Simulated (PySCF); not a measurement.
Isomers of C5H5FP2. Level of theory: PBE0-D3(BJ)/def2-SVP geometry optimisation, gas phase (PySCF 2.14.0). Energies are electronic, without zero-point or thermal terms, for one conformer each. No frequencies were run at this level. Point groups hold within 0.08 Å.

Question: Rank from lowest to highest electronic energy at this level (kcal/mol).
A. `Cc1ccpc(F)p1`
B. `Cc1pccc(F)p1`

Answer: B (0.0), A (3.0).

| SMILES | E (Eh) | E rel (kcal/mol) | dipole (D) | point group | A, B, C (MHz) |
| --- | --- | --- | --- | --- | --- |
| Cc1pccc(F)p1 | -975.05879 | 0.0 | 1.07 | near Cs | 2277, 1312, 836.6 |
| Cc1ccpc(F)p1 | -975.05408 | 3.0 | 3.32 | near Cs | 2286, 1315, 839.1 |

Q: How do the relative energies change in single points at PBE0/pcSseg-1 (no added dispersion term) on the same geometries?

A: 
```json
{"SMILES": "Cc1pccc(F)p1", "PBE0-D3(BJ)/def2-SVP (kcal/mol)": "0.0", "PBE0/pcSseg-1 (kcal/mol)": "0.0", "shift": "0.0"}
{"SMILES": "Cc1ccpc(F)p1", "PBE0-D3(BJ)/def2-SVP (kcal/mol)": "3.0", "PBE0/pcSseg-1 (kcal/mol)": "2.6", "shift": "-0.4"}
```

Each column counts from its own lowest isomer. The order is unchanged; the largest shift is 0.4 kcal/mol.

Q: As an exercise, what shares would exp(−E/RT) give at 298.15 K from these electronic energies alone (no entropy, no degeneracies)?

A: RT = 0.592 kcal/mol: Cc1pccc(F)p1 99.3 %, Cc1ccpc(F)p1 0.7 %.
